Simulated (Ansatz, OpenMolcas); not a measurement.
**GaCl (SMILES [Cl][Ga]): methods side by side**

GaCl: 2 atoms, total charge 0, spin state singlet. SMILES: `[Cl][Ga]`. The shape is that of a PBE0-D4/def2-TZVP optimisation.

```xyz
2

Cl    0.0000    0.0000   -0.0236
Ga    0.0000    0.0000    2.1922
```

Quantity: the energy change with the Cl1–Ga2 bond stretched from 2.216 to 3.988 Å, in eV. The values are calculated.

```tsv
level	kind	program	value (eV)	CPU time (all runs)
HF/cc-pVTZ (restricted)	Hartree–Fock	OpenMolcas	2.95	12 s
BLYP/cc-pVTZ (restricted)	GGA	Ansatz	2.56	11 s
M06-2X/cc-pVTZ (restricted)	hybrid meta-GGA	OpenMolcas	3.06	36 s
CAM-B3LYP/cc-pVTZ (restricted)	range-separated hybrid	Ansatz	3.09	8.7 s
HSE06/cc-pVTZ (restricted)	range-separated hybrid	Ansatz	3.04	13 s
wB97X/cc-pVTZ (restricted)	range-separated hybrid	Ansatz	3.18	28 s
RPA@PBE/cc-pVTZ (restricted)	RPA	Ansatz	2.96	17 s
MP2/cc-pVTZ (restricted)	perturbation theory	OpenMolcas	3.38	7.8 s
```

All-electron rows without a relativistic Hamiltonian named are non-relativistic. The first shape isn't each level's own minimum. The values span 2.56 to 3.38 eV. In the correlated wave-function rows the outer d shell of Ga is correlated, in sets not made for it. In so small a basis fixed costs decide the times, and correlated methods can beat functionals. Times are those of the runs behind each value, whatever else they computed, on shared processors of several kinds: orders of magnitude only.
